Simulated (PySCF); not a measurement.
## `C[C@H]1S[C@@H]1[Si](F)(F)F`, C3H5F3SSi

Molfile (atoms numbered from 1):
```
C3H5F3SSi
     RDKit          3D

 13 13  0  0  0  0  0  0  0  0999 V2000
   -2.0597   -0.2943    0.2782 C   0  0  0  0  0  0  0  0  0  0  0  0
   -0.7624   -0.0928   -0.4519 C   0  0  1  0  0  0  0  0  0  0  0  0
   -0.3757    1.5593   -1.0623 S   0  0  0  0  0  0  0  0  0  0  0  0
    0.3913    0.5460    0.2478 C   0  0  2  0  0  0  0  0  0  0  0  0
    2.1434   -0.0246   -0.0489 Si  0  0  0  0  0  4  0  0  0  0  0  0
    2.7218   -0.8415    1.1827 F   0  0  0  0  0  0  0  0  0  0  0  0
    2.2567   -0.9964   -1.2943 F   0  0  0  0  0  0  0  0  0  0  0  0
    3.1918    1.1287   -0.3164 F   0  0  0  0  0  0  0  0  0  0  0  0
   -2.0041   -1.1996    0.8815 H   0  0  0  0  0  0  0  0  0  0  0  0
   -2.2709    0.5520    0.9281 H   0  0  0  0  0  0  0  0  0  0  0  0
   -2.8778   -0.4000   -0.4309 H   0  0  0  0  0  0  0  0  0  0  0  0
   -0.5248   -0.8741   -1.1672 H   0  0  0  0  0  0  0  0  0  0  0  0
    0.1660    0.9379    1.2358 H   0  0  0  0  0  0  0  0  0  0  0  0
  1  2  1  0
  2  3  1  0
  3  4  1  0
  4  5  1  0
  5  6  1  0
  5  7  1  0
  5  8  1  0
  4  2  1  0
  1  9  1  0
  1 10  1  0
  1 11  1  0
  2 12  1  6
  4 13  1  1
M  END
```

Theory: PySCF, TDDFT B3LYP/def2-SVPD circular dichroism and optical rotation, one conformer, gas phase. Geometry: GFN2-xTB.

States above about 6.9 eV (minus the energy of the highest occupied orbital) lie near or above the ionisation threshold and depend on the basis.

Draw the ECD and absorption spectra from the lowest 12 states, each a Gaussian of half-width 0.35 eV at 1/e height.


```tsv
E (eV)	λ (nm)	Δε (L mol⁻¹ cm⁻¹)	ε (L mol⁻¹ cm⁻¹)
4.08	304	-0.53	14.9
4.23	293	-1.50	42.2
4.38	283	-2.94	82.8
4.53	274	-3.99	112
4.68	265	-3.75	106
4.83	257	-2.45	68.9
4.98	249	-1.11	31.5
5.13	242	-0.36	13.1
5.28	235	-0.16	23.1
5.43	228	-0.37	93.3
5.58	222	-1.04	294
5.73	216	-2.13	667
5.88	211	-3.12	1100
6.03	206	-3.32	1350
6.18	201	-2.69	1440
6.33	196	-1.82	1720
6.48	191	-0.91	2370
6.63	187	+0.70	2950
6.78	183	+3.57	2930
6.93	179	+6.93	2480
7.08	175	+8.35	2120
7.23	172	+5.90	2140
7.38	168	+1.03	2800
7.53	165	-1.76	4190
7.68	161	+0.82	5800
7.83	158	+7.66	6810
7.98	155	+13.96	6730
```
Δε uses R in velocity form, ε uses f in length form. Only the states computed contribute, so the short-wavelength end is incomplete.

The sign of the CD band at 156 nm isn't settled: the length form gives the opposite one.
